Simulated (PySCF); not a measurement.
Species: W(NH)2Cl2 (singlet state).
Bonds: W1–N2, W1–N4, W1–Cl6, W1–Cl7. Hydrogens: H3 on N2; H5 on N4.

Method: PBE0-D3(BJ)/def2-SVP geometry optimisation, gas phase, def2 core potentials past Kr in PySCF 2.14.0; density fitting, grid level 1; the optimiser is geomeTRIC in internal coordinates, started from a GFN2-xTB structure with every atom displaced at random (about 0.03 Å).

Step 1: E = -29865.7670 eV
```
atom  x, y, z in Å  |  force x, y, z in eV/Å
W1     -0.2943   -0.0075   -0.2575   -3.245   0.307  -0.024
N2     -0.3758   -0.0394    1.4634   -0.127  -0.123   1.116
H3     -0.1341   -0.0776    2.4482    0.209   0.029  -0.034
N4      1.3012    0.0161   -0.8062    2.788  -0.149  -1.111
H5      2.3072   -0.0359   -0.8801    0.257   0.075   0.157
Cl6    -1.3496    1.8911   -0.9702    0.081   0.236  -0.013
Cl7    -1.3627   -1.8487   -1.0662    0.038  -0.375  -0.090
```

Step 2: E = -29865.8513 eV
```
atom  x, y, z in Å  |  force x, y, z in eV/Å
W1     -0.3688    0.0113   -0.2779    1.692  -0.456   0.161
N2     -0.3908   -0.0409    1.4669   -0.330   0.019  -0.357
H3     -0.0619   -0.0798    2.4319    0.065   0.013  -0.249
N4      1.3148    0.0095   -0.8132   -0.896  -0.052   0.028
H5      2.3471   -0.0371   -0.8183   -0.804   0.070   0.215
Cl6    -1.3678    1.9457   -0.9790    0.047   0.104   0.037
Cl7    -1.3808   -1.9108   -1.0791    0.227   0.303   0.164
```

Step 3: E = -29865.9082 eV
```
atom  x, y, z in Å  |  force x, y, z in eV/Å
W1     -0.3614    0.0022   -0.2779    0.310  -0.059  -0.061
N2     -0.3983   -0.0439    1.4590   -0.175  -0.012  -0.013
H3     -0.0515   -0.0765    2.4135    0.085   0.002  -0.041
N4      1.2928    0.0044   -0.8223   -0.141  -0.047  -0.100
H5      2.3122   -0.0316   -0.8004   -0.226   0.037   0.125
Cl6    -1.3451    1.9546   -0.9711    0.061   0.037   0.041
Cl7    -1.3569   -1.9112   -1.0693    0.085   0.042   0.049
```

Step 4: E = -29865.9199 eV
```
atom  x, y, z in Å  |  force x, y, z in eV/Å
W1     -0.3730   -0.0017   -0.2880   -0.209   0.022   0.097
N2     -0.4057   -0.0464    1.4495   -0.075  -0.005  -0.032
H3     -0.0178   -0.0732    2.3878    0.043  -0.005   0.007
N4      1.2711   -0.0014   -0.8299    0.180  -0.014  -0.134
H5      2.2835   -0.0243   -0.7593    0.031   0.012   0.050
Cl6    -1.3244    1.9732   -0.9643    0.028   0.030   0.018
Cl7    -1.3416   -1.9283   -1.0642    0.002  -0.040  -0.006
```

Question: Estimate the geometry and energy of step 5. (The exact step hangs on the optimiser's Hessian estimate; all steps are aligned on step 4, rigid shifts and turns removed.)

Answer: E = -29865.9221 eV, largest force 0.172 eV/Å
```
atom  x, y, z in Å  |  force x, y, z in eV/Å
W1     -0.3825   -0.0043   -0.2925   -0.103   0.024  -0.135
N2     -0.4131   -0.0479    1.4420    0.005  -0.004   0.127
H3      0.0005   -0.0707    2.3698   -0.004  -0.008   0.017
N4      1.2639   -0.0045   -0.8358    0.054   0.002  -0.026
H5      2.2738   -0.0177   -0.7361    0.051   0.000   0.017
Cl6    -1.3127    1.9857   -0.9570    0.014   0.006   0.011
Cl7    -1.3380   -1.9426   -1.0589   -0.017  -0.020  -0.011
```

The energy changes by -0.0022 eV. The first-order estimate −F·Δx gives -0.0048 eV and the mean of the old and new forces, exact on a quadratic surface, -0.0025 eV. The step makes an angle of 73° with the force vector and moves no atom by more than 0.026 Å.

The cost below is that of the whole optimisation. On an Arm Neoverse N1 with one thread, no GPU, on a shared host, this took 3.0 min of wall time and 0.41 GiB of memory at its peak.
